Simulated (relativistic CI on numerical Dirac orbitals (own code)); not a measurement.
# Hyperfine structure of Ir4+, mass number 191

Computed by Dirac-Coulomb-Breit CI, KLI orbitals optimised for each configuration, a model potential for QED, valence Slater integrals scaled by 0.85, P86 correlation energy added to each configuration (own radial code, finite nucleus).

CI space (outside the closed core [Kr] 4d10 4f14): 5s²5p⁶5d⁵, 5s²5p⁶5d⁴6s, 5s²5p⁶5d⁴6p, 5s²5p⁶5d⁴5f, 5s²5p⁶5d³6s², 5s²5p⁶5d⁴5g, 5s²5p⁶5d³6s6p, 5s²5p⁶5d⁴7s, 5s²5p⁶5d⁴6d, 5s²5p⁵5d⁶, 5s²5p⁶5d⁴7p, 5s²5p⁶5d⁴7d, 5s²5p⁶5d⁴6f, 5s²5p⁶5d³6p², 5s5p⁶5d⁶. Levels of other configurations are missing.

Nuclear spin I = 3/2, μ = 0.1502 μN, Q = 0.816 b (tables of Stone and Pyykkö). The electronic factors are computed for point nuclear moments, without core polarisation; leaving it out makes A of s and p electrons in near-neutral atoms 20 to 40 % too small, and it can dominate for d and f shells.

| Level | E (cm⁻¹) | A (MHz) | B (MHz) |
| --- | --- | --- | --- |
| 5s²5p⁶5d⁵ ⁴G7/2 | 22505.9 | 99.87 | 888 |
| 5s²5p⁶5d⁵ ⁴G11/2 | 23812.2 | 112.5 | -154 |
| 5s²5p⁶5d⁵ ⁴G9/2 | 24732.0 | 102.4 | 658 |
| 5s²5p⁶5d⁵ ⁴P1/2 | 25971.4 | 4.986 |  |
| 5s²5p⁶5d⁵ ⁴D7/2 | 29556.0 | 74.08 | 294 |
| 5s²5p⁶5d⁵ ⁴D1/2 | 33267.2 | 230.7 |  |
| 5s²5p⁶5d⁵ ²I11/2 | 34516.9 | 124.1 | 54.5 |

Levels with J = 0, under 50 % of one LS term, or S terms without an open s electron are left out. Small factors come from cancelling terms and can be off by tens of per cent or more.

At this charge configurations can still be misplaced by up to about 7 % of their energy. Levels and lines within the n = 5 or 6 shells can be off by up to 10 % or somewhat more, and those that change n by about 2 %, since core polarisation is missing.

(1) Give the hyperfine levels of 5s²5p⁶5d⁵ ⁴G7/2 relative to its centre of gravity.

Answers

(1) With K = F(F + 1) − I(I + 1) − J(J + 1), E = AK/2 + B[¾K(K + 1) − I(I + 1)J(J + 1)]/[2I(2I − 1)J(2J − 1)]: F = 2: -198.2, F = 3: -533.2, F = 4: -387.5, F = 5: 746.5 MHz.

LS names give the leading component of a level, which can be under half, so a name can repeat, a term be missing and a line seem to break the LS rules.
